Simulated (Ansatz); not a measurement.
System: C2H9N2Si (charge -1, singlet). It need not be the lowest isomer of its formula. Whether it binds its extra electron was not tested at this geometry. 
Structure (B3LYP-D3(BJ)/def2-TZVP (Ansatz, a program for electronic structure) minimum search):
SMILES: [Si](N)(N)(C)[CH2-]
```xyz
14

C      0.6308    -0.2301    -1.7689
Si     0.0674    -0.0266    -0.1176
C     -1.7976     0.3959    -0.0841
N      0.8934     1.1876     0.9182
N      0.2454    -1.4107     1.0013
H      0.0927     0.2209    -2.6002
H      1.6416    -0.5501    -2.0149
H     -2.3997    -0.4495    -0.4287
H     -2.1246     0.6498     0.9298
H     -2.0146     1.2488    -0.7352
H      0.4219     1.4584     1.7758
H      1.1318     2.0207     0.3973
H      0.2106    -2.2926     0.5047
H      1.1263    -1.3673     1.5001
```
Charge -1, spin multiplicity 1.

Basis-set convergence of Hartree-Fock and CCSD correlation energies (hartree) with Ansatz. Cores are frozen in the correlated levels unless marked. No spin-orbit coupling. Non-relativistic.

```
basis            functions       E(HF)  E(corr, CCSD)
---------------  ---------  ----------  -------------
aug-cc-pV(D+d)Z        205  -478.85999       -0.85399
aug-cc-pV(T+d)Z        446           ?              ?
```

Some entries are withheld; supply them.


- aug-cc-pV(T+d)Z, E(HF): -478.92476
- aug-cc-pV(T+d)Z, E(corr, CCSD): -0.99611
